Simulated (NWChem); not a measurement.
Species: YCl2 cation; SMILES [Y+]([Cl])[Cl]

All runs: NWChem. Medium grid unless said otherwise, to which SCAN and Minnesota functionals are sensitive. Geometry: optimised at PBE-D3(BJ)/def2-SVP. This spin state was assumed; another may lie lower. def2 effective core potentials on Y; no spin-orbit coupling. Hybrids' shares of exact exchange are those that their runs print; pure functionals count as 0. The functionals differ in more than this share.

```
row                 share of exact exchange  highest occupied level (eV)
------------------  -----------------------  ---------------------------
PBE/def2-SVP                           0.00                       -12.54
OLYP/def2-SVP                          0.00                       -12.43
B3LYP/def2-SVP                         0.20                       -13.52
BHandHLYP/def2-SVP                     0.50                     withheld
M05-2X/def2-SVP                        0.56                       -15.14
```

Problem. Fit a straight line of the last column on the one before it, predict the withheld value, and compare with the run.

Solution. 
1. Means of the 4 shown rows: x = 0.190, y = -13.407. Slope Σ(x − x̄)(y − ȳ)/Σ(x − x̄)² = -0.9927/0.2092 = -4.745; intercept -12.506.
2. The shown rows scatter about the line by 0.054 (root mean square); the largest residual is +0.08, at OLYP/def2-SVP.
3. At x = 0.50 (BHandHLYP/def2-SVP; inside the shown range) the line gives -14.88.
4. The run gives -14.95, -0.07 from the line, 1.3 times the scatter.
